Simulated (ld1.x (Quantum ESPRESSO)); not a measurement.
# What one change does to a pseudopotential (Zn, PAW)

- Element: Zn (Z = 30)
- Generator: ld1.x (Quantum ESPRESSO) 7.5
- Type: PAW
- Functional: PBE
- Relativity: scalar-relativistic
- Frozen core: [Ar]
- Valence charge: 12
- Reference configuration: 3d10 4s0 4p0 (charge +2)
- Partial waves: 4s (bound, empty): rcut 1.40, rcutus 1.90 bohr; 4s channel at 1 Ry: rcut 1.40, rcutus 1.90 bohr; 4p (bound, empty): rcut 1.55, rcutus 1.80 bohr; 4p channel at 2.85 Ry: rcut 1.55, rcutus 1.80 bohr; 3d (bound): rcut 0.95, rcutus 1.00 bohr; 3d channel at -1.55 Ry: rcut 0.95, rcutus 1.00 bohr; 4f channel at 0.45 Ry: rcut 1.50, rcutus 1.80 bohr; 4f channel at 1.4 Ry: rcut 1.50, rcutus 1.80 bohr
- Local potential: all-electron potential smoothed inside 1.45 bohr (lloc = -1)
- Core correction: Bessel-smoothed model core, default radius (core density twice the valence density)
- Augmentation charge: BESSEL, radius 1.00 bohr

Change: all radii but the core radius scaled by about 1.26 (s 2.40, p 2.28, d 1.26, f 2.28 bohr, rcut 1.76/1.96/1.20/1.90); local potential all-electron potential smoothed inside 1.84 bohr (lloc = -1); augmentation BESSEL, radius 1.26 bohr.

Cutoffs: the cutoffs (Ry, on a coarse ladder) from which the occupation-weighted sum of valence levels, in a spherical-Bessel basis at the reference potential, stays within 10 and 1 mRy of its value at 400 Ry; they do not see the model core or the augmentation charge, which bear on the density cutoff. Errors are all-electron minus pseudo energies relative to the spin-unpolarised reference configuration.

**Question.** Predict the effect on cutoff, ghosts and configuration errors.

**Answer.** The potential gets softer (160 Ry and 260 Ry → 90 Ry and 160 Ry); of the 7 tests that both files solve, the error grows in 3 and shrinks in 2 by more than 15 % and 0.3 meV (median size 108.3 → 23.8 meV); neither file shows a bound ghost. A larger radius leaves more room for a smooth pseudo-wave, so fewer plane waves are needed.

| quantity | base | changed |
| --- | --- | --- |
| cutoff, loose | 160 Ry | 90 Ry |
| cutoff, tight | 260 Ry | 160 Ry |
| bound ghosts | none | none |
| error for 3d10 4s2 4p0, meV [ΔE -28.33 eV] | +4.8 | +36 |
| error for 3d10 4s1 4p0, meV [ΔE -18.44 eV] | +2.6 | +12 |
| error for 3d9 4s0 4p0, meV [ΔE 40.53 eV] | -190 | -199 |
| error for 3d9 4s2 4p1, meV [ΔE -16.09 eV] | -115 | +1.1 |
| error for 3d9 4s2 4p0, meV [ΔE -10.43 eV] | -108 | +7.0 |
| error for 3d10 4s1.5 4p0, meV [ΔE -24.39 eV] | +3.9 | +24 |
| error for 3d8 4s0 4p0, meV [ΔE 102.35 eV] | -1065 | -1130 |
| lowest overlap eigenvalue by channel | s 0.42, p 0.60, d 0.98, f 0.87 | s 0.50, p 0.65, d 1.00, f 0.90 |
